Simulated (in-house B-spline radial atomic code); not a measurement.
Atomic self-consistent-field run: the cobalt ion Co²⁺. Method: scalar-relativistic (X2C) SCAN, spin-polarised, spherical fractional occupations, Fermi nucleus of rms radius 3.7875 fm. Calculated with a radial B-spline atomic code at the basis-set limit.

Command:
```bash
python run_scf.py task.json out
```
Settings (nuclear radius in fm, mass in u):
```
Z                27
configuration    [Ar] 3d7
hamiltonian      x2c
method           scan,scan
spin_polarised   True
nucleus          fermi
rms_radius       3.7875
atomic_mass      58.93319
speed_of_light   137.035999084
```

Output (hartree, bohr):
```
 radial grid: 69 intervals, B-splines of order 8, outer radius 25.5556 bohr

 iter        energy (Eh)    residual
    1       -1392.393493    6.15e-02
    2       -1392.397132    3.20e-03
    3       -1392.397383    1.33e-03
    4       -1392.397403    4.89e-04
    5       -1392.397403    3.18e-04
    6       -1392.397406    1.26e-04
    7       -1392.397406    1.85e-05
    8       -1392.397406    2.64e-06
    9       -1392.397406    4.27e-08

 total energy                     -1392.39741
 kinetic                            1413.1018
 electron-nucleus                  -3321.4016
 Hartree                             575.4716
 exchange-correlation                -59.5692

 orbital      occ     eigenvalue          <r>       <r^2>       <1/r>       r_max
 1s up      1.000      -280.4302    0.0558807  0.00421355     27.4188     0.03642
 1s down    1.000      -280.4303    0.0558806  0.00421352     27.4188     0.03642
 2s up      1.000       -34.0988     0.254931   0.0768206     5.88862      0.2128
 2s down    1.000       -34.0184     0.254512   0.0765507     5.89849      0.2127
 2p up      3.000       -29.2358     0.224967   0.0621901      5.7088      0.1721
 2p down    3.000       -29.1760     0.224514    0.061914     5.71753      0.1719
 3s up      1.000        -4.6622     0.772624     0.68867     1.84187       0.669
 3s down    1.000        -4.5025     0.775737    0.694552     1.83164      0.6699
 3p up      3.000        -3.2553     0.814092    0.780547     1.68942      0.6795
 3p down    3.000        -3.0970     0.819581    0.792022      1.6769      0.6812
 3d up      5.000        -1.0541     0.999512     1.28933     1.32752      0.6688
 3d down    2.000        -0.9063      1.04812     1.44093     1.28684      0.6781
```

Run time, properties included: 0.69 s on 1 thread of Arm Neoverse N1, on a shared host.

One-electron X2C: radii and densities carry no picture-change correction, so inner-shell <1/r> comes out high (for 1s by about 2 % at Z = 33, 5 % at 54, 10 % at 75, 30 % at 118) and <r> low.
